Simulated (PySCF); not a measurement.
# SMILES o1c(N(C)C)ccc1, C₆H₉NO

Cartesian coordinates in Å; atom numbers follow the order of the lines, from 1:
```xyz
17

C    -1.7829   -1.4339   -0.0350
N    -1.1172   -0.2217    0.3532
C    -1.8213    1.0148    0.1145
C     0.2504   -0.2287    0.2470
C     1.1552   -1.2105   -0.0802
C     2.4460   -0.6045    0.0704
C     2.2317    0.6801    0.4535
O     0.8910    0.9124    0.5622
H    -1.3234   -2.2960    0.4716
H    -2.8374   -1.3848    0.2722
H    -1.7479   -1.6200   -1.1288
H    -1.2873    1.8456    0.5916
H    -1.9320    1.2475   -0.9645
H    -2.8261    0.9517    0.5580
H     0.9337   -2.2255   -0.3962
H     3.4132   -1.0731   -0.1006
H     2.8789    1.5243    0.6701
```

Computed with quadratic response CAM-B3LYP/aug-cc-pVDZ first hyperpolarisability, Taylor convention, gas phase (PySCF). Geometry: PBE0-D3(BJ)/def2-SVP.

Problem. Give the tensor of the second harmonic β(−2ω;ω,ω) at 1064 nm in the axes of these coordinates.

Solution. In au, Taylor convention; rows are the first index (the induced dipole):
|  | xx | yy | zz | xy | xz | yz |
| --- | --- | --- | --- | --- | --- | --- |
| x | -245.4 | -24.3 | +33.1 | -105.1 | +59.8 | -12.9 |
| y | -95.4 | +45.1 | +27.3 | -27.3 | -12.3 | +58.6 |
| z | +53.4 | +62.3 | +248.0 | -15.6 | +28.5 | +28.6 |

Norm of βᵢ = ⅓ Σⱼ (βᵢⱼⱼ + βⱼᵢⱼ + βⱼⱼᵢ): 439.1 au, hyper-Rayleigh value 179.1 au.
